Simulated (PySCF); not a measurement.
Species: Mo(CMe)(NH2)3, C₂H₉MoN₃ (singlet state).
Cartesian coordinates in Å at the PBE0-D3(BJ)/def2-SVP level; atoms count from 1:
```xyz
15
C2H9MoN3 angstrom
Mo    -0.0021   -0.0035   -0.7300
C     -0.0018   -0.0060    0.9857
C     -0.0017   -0.0082    2.4560
H     -1.0295    0.0340    2.8538
H      0.4762   -0.9201    2.8516
H      0.5497    0.8602    2.8540
N      1.9027   -0.0541   -1.1404
H      2.2389   -0.0493   -2.1023
H      2.6908   -0.0769   -0.5034
N     -0.9135    1.6710   -1.1365
H     -1.0842    1.9638   -2.0974
H     -1.2907    2.3612   -0.4971
N     -0.9957   -1.6285   -1.1415
H     -1.1635   -1.9193   -2.1036
H     -1.4083   -2.3007   -0.5049
```

Theory: PySCF 2.14.0, PBE0-D3(BJ)/def2-SVP geometry optimisation, gas phase, def2 core potentials past Kr.

Take the most abundant isotopes and a rigid rotor. The values belong to one conformer.

Task: What are A, B and C (MHz)?

Result: Ia = 192.88, Ib = 291.26, Ic = 291.53 u·Å²; 505379 MHz·u·Å²/I gives A = 2620, B = 1735, C = 1734 MHz.

Task: What kind of rotor is it?

Result: A prolate symmetric top, as the point group C3v requires two equal moments; the computed ones differ by 0.09 % because the geometry is symmetric only within the optimiser's tolerance; Ray's κ = -0.996.

Task: Where do the R-branch lines fall?

Result: The dipole of 0.86 D lies along the symmetry axis, so ΔK = 0 and J+1 ← J falls at 2B(J+1) for every K: 3.47 GHz, 6.94 GHz, 10.41 GHz, 13.87 GHz, 17.34 GHz for J = 0 to 4.

Task: Estimate the classical rotational partition function at 25 K, 100 K and 500 K.

Result: Point group C3v, symmetry number σ = 3; q = (√π/σ)·√((kT/h)³/(ABC)), k/h = 20836.6 MHz/K: 2500 at 25 K, 20000 at 100 K, 224000 at 500 K.

No frequency check. Constants of a rigid frame at the computed geometry: no zero-point averaging, no centrifugal distortion.
